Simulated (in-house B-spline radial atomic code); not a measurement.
Configurations of the krypton ion Kr⁺, with energies counted from [Ar] 3d10 4s2 4p5. Computed with a B-spline radial code for spherical atoms: Dirac-Hartree-Fock, average of configuration, Fermi nucleus of rms radius 4.1884 fm. Energies include first-order Breit, QED and recoil terms.

Occupations are held fixed; configurations that lie above the ionisation limit could autoionise.

```json
{"configuration": "[Ar] 3d10 4s1 4p6", "E - E(ref) (eV)": "17.756", "highest orbital": "4p3/2", "its <r> (bohr)": "1.844"}
{"configuration": "[Ar] 3d10 4s2 4p4 5f1", "E - E(ref) (eV)": "21.955", "highest orbital": "5f5/2", "its <r> (bohr)": "15.57"}
{"configuration": "[Ar] 3d10 4s2 4p4 8g1", "E - E(ref) (eV)": "23.296", "highest orbital": "8g7/2", "its <r> (bohr)": "42.99"}
{"configuration": "[Ar] 3d10 4s1 4p5 6d1", "E - E(ref) (eV)": "39.175", "highest orbital": "6d5/2", "its <r> (bohr)": "14.89"}
{"configuration": "[Ar] 3d10 4s1 4p5 5f1", "E - E(ref) (eV)": "39.484", "highest orbital": "5f5/2", "its <r> (bohr)": "15.55"}
{"configuration": "[Ar] 3d10 4s1 4p5 7d1", "E - E(ref) (eV)": "39.984", "highest orbital": "7d5/2", "its <r> (bohr)": "22.68"}
{"configuration": "[Ar] 3d10 4s1 4p5 6g1", "E - E(ref) (eV)": "40.165", "highest orbital": "6g7/2", "its <r> (bohr)": "21.99"}
{"configuration": "[Ar] 3d9 4s2 4p5 7s1", "E - E(ref) (eV)": "102.82", "highest orbital": "7s1/2", "its <r> (bohr)": "14.52"}
```

Question: Order these further configurations by energy, lowest first.
A. [Ar] 3d10 4s2 4p4 6d1
B. [Ar] 3d10 4s2 4p4 5s1
C. [Ar] 3d10 4s1 4p5 8g1
D. [Ar] 3d10 4s1 4p5 8f1
E. [Ar] 3d9 4s2 4p5 6g1

Answer: B (14.487 eV), A (21.673 eV), D (40.821 eV), C (40.827 eV), E (104.14 eV).

Question: How far above the reference does [Ar] 3d10 4s2 4p4 8s1 lie?

Answer: 22.295 eV; its least bound orbital is 8s1/2 with <r> = 22.12 bohr.

Question: How far above the reference does [Ar] 3d9 4s2 4p5 8f1 lie?

Answer: 104.8 eV; its least bound orbital is 8f5/2 with <r> = 44.68 bohr.

Question: How far above the reference does [Ar] 3d10 4s2 4p4 5g1 lie?

Answer: 21.97 eV; its least bound orbital is 5g9/2 with <r> = 13.75 bohr.
